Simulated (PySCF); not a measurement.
## Spin states and ions at one geometry of [BiH3]2+

PySCF 2.14.0, RKS r2SCAN, Bi def2-SVP with ECP60, H def2-SVP; non-relativistic Hamiltonian with scalar-relativistic core potentials where named; density fitting; no spin-orbit coupling; singlets restricted, open shells unrestricted. The geometry is relaxed for charge +2, singlet, vacuum:

```xyz
4

Bi    0.0000    0.0000    0.0000
H     1.7756    0.0000    0.0000
H    -0.8878    1.5377    0.0000
H    -0.8878   -1.5377    0.0000
```

Energies count from the relaxed state; an electron taken off or put on is at rest in vacuum. Charges and spins are Mulliken's.

Question: Order these states by energy, lowest first.
A. charge +3, doublet, vacuum
B. charge +2, singlet, vacuum
C. charge +2, triplet, vacuum
D. charge +1, doublet, vacuum

Answer: D (-15.23 eV), B (0.00 eV), C (4.06 eV), A (26.47 eV).

Question: How do charge and spin on the first atom follow?

Answer: 
```
                     state  spin squared  charge on Bi1 (e)  spin on Bi1 (e)  dipole about the centre of mass (D)
charge +2, singlet, vacuum          0.00               1.23             0.00                                 0.00
charge +2, triplet, vacuum          2.00               0.94             1.41                                 0.95
charge +3, doublet, vacuum          0.76               1.71             0.40                                 0.88
charge +1, doublet, vacuum          0.76               0.53             1.14                                 0.00
```

With an electron taken off (doublet) the charges change, summed by element, by Bi +0.48 e, H +0.52 e. The vertical ionisation energy is 26.47 eV, against −ε(HOMO) = 23.00 eV of the relaxed state. The level lies 3.5 eV too high, as is usual for semilocal functionals and global hybrids, which keep a self-interaction error.

With an electron put on (doublet) the charges change, summed by element, by Bi -0.71 e, H -0.29 e. The vertical electron affinity is 15.23 eV, against −ε(LUMO) = 18.17 eV of the relaxed state.

Open shells may have lower solutions than those found.

No frequency check is given that shows the relaxed geometry to be a minimum.
